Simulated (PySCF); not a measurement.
ECD: SMILES CC=C=C=C=CC, C₇H₈

Cartesian coordinates in Å; atom numbers follow the order of the lines, from 1:
```xyz
15

C    -3.540    0.446    0.360
C    -2.459   -0.585    0.268
C    -1.179   -0.329    0.085
C     0.065   -0.067   -0.090
C     1.309    0.188   -0.273
C     2.589    0.452   -0.447
C     3.579    0.684    0.652
H    -3.138    1.463    0.258
H    -4.297    0.289   -0.427
H    -4.067    0.374    1.326
H    -2.762   -1.638    0.360
H     2.964    0.508   -1.479
H     4.039    1.682    0.558
H     4.400   -0.051    0.597
H     3.110    0.608    1.641
```

Method used: TDDFT CAM-B3LYP/aug-cc-pVDZ circular dichroism and optical rotation, one conformer, gas phase in PySCF. Geometry: PBE0-D3(BJ)/def2-SVP.

No stereocentre is labelled: unless the shape is locked (an allene, a helicene, a hindered biaryl), the mirror image is equally populated and a measured rotation or CD is zero. Singlets 9 and 10 lie within 0.01 eV of each other, so their separate moments and overlaps can depend on how they mix.

(1) Which excitations and rotatory strengths does the calculation give?

Answers

(1) Rotatory strengths R in 10⁻⁴⁰ esu² cm², velocity form and length form (origin at the centre of mass); f in length form.
```csv
state,E (eV),λ (nm),f,R (velocity),R (length),main
1,3.78,328,0.000,+0.3,+0.2,"HOMO−1→LUMO+1 0.44, HOMO→LUMO 0.43"
2,3.94,315,0.000,0.0,0.0,"HOMO→LUMO+1 0.45, HOMO−1→LUMO 0.43"
3,4.85,256,0.0005,-1.7,-1.7,"HOMO→LUMO+1 0.46, HOMO−1→LUMO 0.45"
4,5.68,218,0.265,+62.8,+63.4,"HOMO→LUMO+2 0.52, HOMO→LUMO 0.24"
5,5.71,217,6e-05,-1.1,-1.0,HOMO−1→LUMO+2 0.70
6,5.88,211,1.995,-70.1,-71.8,"HOMO−1→LUMO+1 0.46, HOMO→LUMO 0.24"
7,6.26,198,0.004,-1.5,-1.5,"HOMO→LUMO+3 0.59, HOMO→LUMO+5 0.10"
8,6.28,197,0.136,+23.0,+23.4,"HOMO−1→LUMO+3 0.61, HOMO−1→LUMO+5 0.12"
9,6.44,193,0.004,+12.3,+12.5,"HOMO−1→LUMO+4 0.47, HOMO→LUMO+5 0.33"
10,6.44,193,0.005,-2.7,-2.5,"HOMO→LUMO+4 0.48, HOMO−1→LUMO+5 0.33"
11,6.56,189,0.009,-24.0,-24.1,"HOMO→LUMO+5 0.44, HOMO−1→LUMO+4 0.35"
12,6.58,188,0.050,+4.9,+4.7,"HOMO−1→LUMO+5 0.43, HOMO→LUMO+4 0.34"
```

Among the states computed, the strongest CD band (largest |R|) is state 6. The largest dissymmetry factor in size, g = 4R/(D+G), with D and G the electric and magnetic dipole strengths, is -0.13 for state 5 (velocity form, f = 7e-05), among bands with |R| over 0.5. The mirror image has the same energies and oscillator strengths and all R with the opposite sign.
